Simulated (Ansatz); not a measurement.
`OC=C=[CH][InH2]`. The species carries charge 0 and has multiplicity 1. In: def2 effective core potential. The structure was optimised at the PBE0-D4/def2-TZVP level. It is one conformer, not always the lowest.

```xyz
10

O     1.505    1.986    1.137
C     0.366    1.731    0.423
C    -0.303    0.607    0.408
C    -0.925   -0.536    0.328
In   -0.377   -1.933   -1.210
H     1.742    1.196    1.631
H     0.042    2.592   -0.150
H    -1.732   -0.755    1.027
H    -1.261   -3.406   -1.375
H     0.942   -1.482   -2.218
```

Q: What is the dipole moment at r2SCAN/def2-TZVPP? (An estimate is asked.)

A: The calculation gave: 1.12 D, with components (-0.32, -0.98, 0.43) D in this frame, pointing from negative to positive charge.

Q: And with PBE, B3LYP, ωB97M-V? (Estimate.)

A: Computed: PBE 1.05 D, B3LYP 1.20 D, ωB97M-V 1.31 D.

Q: Give the Mulliken charges with r2SCAN, ωB97M-V, PBE in def2-TZVPP. (An estimate is asked.)

A: Computed: 
```csv
atom,r2SCAN,ωB97M-V,PBE
O1,-0.32,-0.29,-0.26
C2,0.06,0.05,0.02
C3,0.00,-0.08,-0.06
C4,-0.44,-0.42,-0.35
In5,0.56,0.49,0.50
H6,0.21,0.18,0.19
H7,0.09,0.11,0.10
H8,0.10,0.13,0.11
H9,-0.14,-0.09,-0.13
H10,-0.13,-0.09,-0.13
```

B3LYP here is the variant with VWN-RPA as its local correlation; programs differ in this.
